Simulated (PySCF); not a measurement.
Static response to an electric field

Compound: Sn(GeH3)H3.
Structure used (PBE0-D3(BJ)/def2-SVP), in Å, numbered top down from 1:
```
atom  x, y, z in Å
Sn1   -0.0024    0.0091   -1.2780
Ge2    0.0019   -0.0095    1.3247
H3     0.8343    1.1668    1.8678
H4     0.6095   -1.3230    1.8510
H5    -1.4346    0.1162    1.8652
H6     1.6031   -0.0093   -1.8781
H7    -0.7861    1.4155   -1.8666
H8    -0.8258   -1.3659   -1.8861
```

Level: wB97X-D/def2-SVPD (PySCF), static field, nuclei fixed, core orbitals frozen in the response. The polarisability tensor in these axes (au):

```
x   71.46  0.00  0.04
y    0.00 71.46 -0.19
z    0.04 -0.19 98.27
```

Diagonalise the tensor; give its mean and Δα, where Δα² is half the sum of the squared differences of the eigenvalues.

Principal values 71.46, 71.46 and 98.28 au; mean 80.40 au = 11.91 Å³ = 13.26 × 10⁻⁴⁰ C²·m²/J; Δα = 26.81 au (33 % of the mean).

What is the dipole moment?

0.17 D at this geometry.

Rayleigh depolarisation ratio (linearly polarised light, static tensor)?

ρ = 3Δα²/(45ᾱ² + 4Δα²) = 2156.8/(290885 + 2875.7) = 0.00734.

What molar refraction does this α imply?

Lorentz–Lorenz: R = (4π/3)N_A α = 2.5225 cm³/(mol·Å³) × 11.91 Å³ = 30.1 cm³/mol, in the limit of long wavelengths.

Form Σ f/ω² (atomic units) for the 15 lowest TDDFT singlets, given as eV and f, and set it beside the mean polarisability, which is this sum over all singlets: 7.07, 0.0028; 7.12, 0.8109; 7.16, 0.0249; 7.16, 0.0251; 7.92, 0.0253; 7.92, 0.0255; 7.97, 0.0736; 7.97, 0.0733; 8.14, 0.0002; 8.19, 0.0188; 8.19, 0.0185; 8.60, 0.0036; 8.60, 0.0034; 8.60, 0.0123; 8.78, 0.1063.

They add up to 16.56 au, 20.6 % of the 80.40 au; the largest single term is 11.86 au, from the state at 7.12 eV. Terms in order: 0.04, 11.86, 0.36, 0.36, 0.30, 0.30, 0.86, 0.86, 0.00, 0.21, 0.20, 0.04, 0.03, 0.12, 1.02 au. Higher excitations give the rest. The strengths listed sum to 1.225.

Isolated species at its PBE0-D3(BJ)/def2-SVP geometry, gas phase. Atoms past krypton carry effective core potentials; spin–orbit coupling is left out. The calculation is non-relativistic apart from the core potentials, for germanium too.

The run behind these numbers computed excited states and ΔSCF ions as well. The run took 24 s wall on one thread of an x86-64 server, on a shared host.
